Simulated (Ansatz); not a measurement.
C2H7AlBFO, one more setting.

```yaml
crystal:
  periodic: [false, false, false]
  atoms:
    - {symbol: B, position_ang: [0.286743, -0.922781, -0.977492]}
    - {symbol: C, position_ang: [0.705695, -0.694573, 0.688552]}
    - {symbol: C, position_ang: [-0.353714, 0.215159, 0.852216]}
    - {symbol: O, position_ang: [-1.416178, -0.097194, 1.543010]}
    - {symbol: F, position_ang: [0.556869, 0.469403, -1.566358]}
    - {symbol: Al, position_ang: [-0.258120, 1.758329, -0.502658]}
    - {symbol: H, position_ang: [-0.873763, -1.173824, -1.172651]}
    - {symbol: H, position_ang: [1.079216, -1.706273, -1.422303]}
    - {symbol: H, position_ang: [0.690533, -1.633077, 1.250404]}
    - {symbol: H, position_ang: [1.695887, -0.253400, 0.601625]}
    - {symbol: H, position_ang: [-1.304040, -0.942309, 2.010303]}
    - {symbol: H, position_ang: [0.861790, 2.818431, -0.134210]}
    - {symbol: H, position_ang: [-1.650719, 2.127307, -1.155738]}
basis:
  gaussian: {orbitals: cc-pVDZ, final_grid: {core_spheres: 8, valence_spheres: 7, degree: 23}}
magnetization: {spin_polarized: true, initial_magnetization: 2}
hamiltonian: {xc: {name: PBE}}
scf: {lower_state_search: full}
output: {forces: true}
```

```sh
$ ansatz run in.yaml --threads 4 --pin off --events-out ev --progress --plain --max-ram 10444MiB
```

Shortened log:

```
Functional definition: PBE
1444 factors; their error is unknown
mean field evaluation 1: about -14194.6542 eV, gradient 4.9e1 eV
mean field evaluation 2: about -14040.3210 eV, gradient 1.4e2 eV
mean field evaluation 4: about -14199.6553 eV, gradient 3.4e1 eV
mean field evaluation 8: about -14208.9623 eV, gradient 5.9e0 eV
mean field evaluation 16: about -14209.1033 eV, gradient 1.3e-1 eV
mean field evaluation 64: about -14208.9220 eV, gradient 8.7e-1 eV
mean field -14209.10343140 eV, -522.1749198279 hartree, gradient 1.8e-5 eV, S^2 2.003973; 11 other end points of the search recorded, 0 dependent functions left out
reference -14209.10348016 eV, -522.1749216197 hartree; 28, 26 occupied and 95, 97 virtual orbitals, 1444 factors
Total energy: -14209.10348016 eV, -522.1749216197 hartree
Atom 0 at     0.286743    -0.922781    -0.977492 Å, force     0.437799    -1.086762     0.742662 eV/Å
Atom 1 at     0.705695    -0.694573     0.688552 Å, force     2.202602    -1.994507    -3.492177 eV/Å
Atom 2 at    -0.353714     0.215159     0.852216 Å, force    -1.809392     2.894329     1.107076 eV/Å
Atom 3 at    -1.416178    -0.097194     1.543010 Å, force    -1.847080     0.283668     1.024961 eV/Å
Atom 4 at     0.556869     0.469403    -1.566358 Å, force     0.422633     0.049074    -0.305874 eV/Å
Atom 5 at    -0.258120     1.758329    -0.502658 Å, force     0.109278     0.734483     0.253873 eV/Å
Atom 6 at    -0.873763    -1.173824    -1.172651 Å, force    -0.451973    -0.135946     0.140896 eV/Å
Atom 7 at     1.079216    -1.706273    -1.422303 Å, force     0.685305    -0.315941    -0.539713 eV/Å
Atom 8 at     0.690533    -1.633077     1.250404 Å, force    -0.086497    -0.084806     0.794529 eV/Å
Atom 9 at     1.695887    -0.253400     0.601625 Å, force     0.758682     0.073243     0.285763 eV/Å
Atom 10 at    -1.304040    -0.942309     2.010303 Å, force    -0.188676    -0.560652    -0.003608 eV/Å
Atom 11 at     0.861790     2.818431    -0.134210 Å, force     0.225146     0.145363    -0.005148 eV/Å
Atom 12 at    -1.650719     2.127307    -1.155738 Å, force    -0.457827    -0.001547    -0.003241 eV/Å
Dipole moment:    -0.053092    -0.275759     0.581903 e Å
```

It took 8.5 s on 4 threads of a server CPU on a shared host, with 0.36 GiB of host memory at the peak.
